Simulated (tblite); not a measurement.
C₆H₉NSi.
SMILES with atom numbers: `[N:1]#[C:2][C@:3]1([CH2:4][SiH3:5])[C@@H:6]2[CH2:7][C@H:8]12` (hydrogens: H9, H10 on C4; H11, H12, H13 on Si5; H14 on C6; H15, H16 on C7; H17 on C8)

Computed with GFN2-xTB (tblite), gas phase: Langevin dynamics at 600 K from the optimised GFN2-xTB geometry, time step 0.5 fs, friction 0.01 fs⁻¹, 2000 steps. Over the second half of the run the saved frames average 597 K.

The optimised geometry, where the run starts:
```
atom  x, y, z in Å
N1      0.125   -2.806   -0.590
C2     -0.056   -1.693   -0.391
C3     -0.251   -0.305   -0.109
C4      0.965    0.345    0.523
Si5     2.441    0.467   -0.682
C6     -1.629    0.161    0.301
C7     -2.357   -0.300   -0.922
C8     -1.109    0.516   -1.040
H9      1.254   -0.230    1.406
H10     0.682    1.340    0.872
H11     2.049    1.332   -1.798
H12     2.786   -0.863   -1.172
H13     3.557    1.065    0.049
H14    -1.943    0.711    1.162
H15    -3.295    0.191   -1.152
H16    -2.337   -1.349   -1.192
H17    -0.890    1.430   -1.548
```

t = 225 fs, T = 655 K, E(pot) 1.057 eV above the start
```
atom  x, y, z in Å  |  force x, y, z in eV/Å
N1      0.077   -2.661   -0.331   -0.524   2.139   0.068
C2     -0.221   -1.535   -0.287    1.521  -3.898  -0.685
C3     -0.634   -0.222   -0.159   -1.292   0.897   1.454
C4      0.395    0.692    0.426    2.116   1.198  -0.739
Si5     2.048    0.700   -0.695   -0.136  -1.681   0.835
C6     -2.009   -0.281    0.503   -0.568   0.573  -2.205
C7     -2.742   -0.857   -0.685   -2.830  -1.155   0.657
C8     -1.869    0.251   -0.933    2.185   0.516   1.171
H9      0.666    0.632    1.504   -0.391  -0.932  -0.699
H10     0.180    1.758    0.367   -0.968   0.065  -0.288
H11     1.797    0.780   -2.151   -0.100  -0.337   0.350
H12     3.010   -0.427   -0.179   -0.933   0.964  -0.647
H13     2.586    1.972   -0.381    0.606   0.941   0.305
H14    -2.501    0.023    1.376    0.132   0.668   0.763
H15    -3.839   -0.529   -0.684    1.181  -0.756  -0.147
H16    -2.636   -1.918   -0.945    0.279   0.591  -0.289
H17    -1.927    1.170   -1.467   -0.279   0.207   0.096
```

t = 375 fs, T = 624 K, E(pot) 1.057 eV above the start
```
atom  x, y, z in Å  |  force x, y, z in eV/Å
N1      0.660   -2.186   -0.341    1.132  -1.634  -0.306
C2     -0.031   -1.303   -0.195   -1.855   2.018   0.351
C3     -0.834   -0.121    0.090    0.918  -0.571  -0.734
C4      0.122    1.020    0.509   -2.093   0.249   0.116
Si5     1.883    0.840   -0.129    0.800   0.411  -0.850
C6     -2.251   -0.337    0.631    1.881  -0.232  -4.679
C7     -2.688   -1.140   -0.578   -0.327  -0.866   1.175
C8     -2.050    0.216   -0.731   -0.382  -0.348  -1.666
H9      0.094    0.989    1.612    0.215   0.520  -0.317
H10    -0.394    1.966    0.124    0.895  -0.917   0.788
H11     1.974    0.997   -1.611   -0.279  -0.187   0.395
H12     2.589   -0.359    0.276   -0.053  -0.149   0.127
H13     2.669    1.968    0.354   -0.029   0.220   0.242
H14    -2.540   -0.103    1.529   -1.897   1.276   4.028
H15    -3.720   -1.455   -0.754   -0.110   1.241   0.076
H16    -2.161   -2.072   -0.646    0.914  -0.205  -0.654
H17    -2.262    0.959   -1.568    0.270  -0.828   1.909
```

t = 575 fs, T = 428 K, E(pot) 1.198 eV above the start
```
atom  x, y, z in Å  |  force x, y, z in eV/Å
N1      0.146   -2.482    0.187    0.480  -0.321   0.304
C2     -0.230   -1.409    0.320   -0.061  -1.016  -0.655
C3     -0.834   -0.154    0.285    1.786   1.666  -1.242
C4      0.130    0.946    0.782   -1.234  -1.078   2.175
Si5     0.928    2.131   -0.386   -0.706   1.492  -0.356
C6     -2.287   -0.032    0.357   -0.727   0.611   0.396
C7     -2.616   -0.996   -0.747   -0.022   2.330  -0.694
C8     -1.702    0.263   -0.965   -0.365  -3.151   2.071
H9      1.027    0.574    1.296   -0.582  -0.842   0.233
H10    -0.515    1.391    1.600    1.027   0.344  -0.699
H11    -0.380    2.905   -0.576    1.117   0.229  -0.345
H12     1.639    1.811   -1.597   -0.321  -0.436  -0.667
H13     2.136    2.525    0.351   -0.224   0.505   0.297
H14    -2.832    0.541    1.102   -0.117  -0.394  -0.448
H15    -3.633   -0.879   -1.137    0.441  -0.396  -0.021
H16    -2.114   -1.939   -0.847   -0.353  -0.279   0.212
H17    -1.503    0.972   -1.696   -0.139   0.733  -0.562
```

t = 900 fs
```
atom  x, y, z in Å
N1      0.298   -1.535    0.531
C2     -0.463   -0.682    0.508
C3     -1.451    0.260    0.519
C4     -0.664    1.586    0.778
Si5     0.734    2.040   -0.435
C6     -2.741    0.173    1.232
C7     -3.341   -1.143    0.683
C8     -2.805    0.063   -0.192
H9     -0.254    1.718    1.784
H10    -1.434    2.445    0.593
H11     0.386    2.457   -1.826
H12     1.773    1.054   -0.716
H13     1.021    3.262    0.349
H14    -3.130    0.885    2.022
H15    -4.386   -1.073    0.737
H16    -2.842   -2.064    0.822
H17    -3.202    0.599   -1.061
```

Task: Estimate the potential energy and the forces of this last frame.

Result: 1.169 eV above the start.

```csv
atom,Fx (eV/Å),Fy (eV/Å),Fz (eV/Å)
N1,0.701,-0.331,-0.089
C2,0.482,-2.310,0.182
C3,-0.129,2.132,0.593
C4,-2.119,1.218,-1.911
Si5,0.132,0.553,-0.411
C6,-1.726,-0.105,2.666
C7,1.742,3.795,-0.574
C8,0.219,-0.502,-0.978
H9,-0.520,-0.554,-0.069
H10,1.049,-1.120,0.616
H11,-0.261,-0.092,0.486
H12,0.008,-0.018,0.400
H13,0.548,-0.032,-0.376
H14,0.505,-1.080,-1.122
H15,-1.169,-0.604,0.029
H16,0.380,-0.515,-0.192
H17,0.159,-0.436,0.749
```

The bond farthest from its length at the start is C7–C8 (1.584 against 1.497 Å), and half the difference of its two atoms' forces along it is -1.78 eV/Å (positive lengthens). The largest atomic force is 4.21 eV/Å.

What follows is the cost of the whole dynamics run. Hardware: AMD EPYC 9R14, one thread, on a shared host. Cost: 14 s wall, 0.18 GiB resident at most.
